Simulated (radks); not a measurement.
Values are calculated unless marked as measured or tabulated.
Problem. Nb12+, 29 electrons, occupied as [Ar] 3d10 4s1 (the NIST ground configuration). Code: a radial shooting solver on a logarithmic mesh with Libxc functionals. Model: Dirac Kohn-Sham, PBE, spin-unpolarised, spherical densities, finite nucleus; Fermi nuclear charge, rms radius 4.324 fm. Some entries of the table are withheld. Estimate them.

orbital,occ.,eigenvalue (eV),r(max) (bohr)
1s1/2,2,-19049.39,0.02349
2s1/2,2,-2872.711,0.1332
2p1/2,2,-2657.356,(1)
2p3/2,4,-2561.379,(2)
3s1/2,2,(3),0.3944
3p1/2,2,-592.2775,0.3815
3p3/2,4,-576.4314,0.3906
3d3/2,4,-432.9472,0.3300
3d5/2,6,-429.9459,0.3326
4s1/2,1,-258.9760,0.9524

Solution. 
(1) 2p1/2 r(max) (bohr): 0.1038
(2) 2p3/2 r(max) (bohr): 0.1075
(3) 3s1/2 eigenvalue (eV): -673.6282
